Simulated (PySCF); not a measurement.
Mg(OH)(OMe) (CH₄MgO₂), SMILES [O](C)[Mg][OH]. Atoms are numbered in the order given.

```xyz
8

Mg     0.0000     0.0000     0.7095
O      0.0000     0.0000     2.4695
H      0.0000     0.0000     3.4224
O      0.0000     0.0000    -1.0603
C      0.0000     0.0000    -2.4399
H     -0.8905     0.5141    -2.8571
H      0.8905     0.5141    -2.8571
H      0.0000    -1.0282    -2.8571
```
Charge 0, spin multiplicity 1.

Coordinates come from a B3LYP-D3(BJ)/def2-SVP optimisation. Other conformers were not sampled.

Computed with B3LYP/pcJ-1 (PySCF).

Isotropic couplings with Fermi-contact, spin-dipole and both spin-orbit terms, one fixed conformer, no vibrational averaging. Isotopes: 13C, 1H.

| pair | bonds apart | J (Hz) |
|---|---|---|
| C5–H6 | 1 | 141.6 |
| C5–H7 | 1 | 141.6 |
| C5–H8 | 1 | 141.6 |
| H6–H7 | 2 | ___ |
| H6–H8 | 2 | ___ |
| H7–H8 | 2 | ___ |

Problem. Some entries are withheld; supply them. (Estimate from the structure and the level; the computed values follow.)

Solution. 
- H6–H7, J (Hz): -10.5
- H6–H8, J (Hz): -10.5
- H7–H8, J (Hz): -10.5
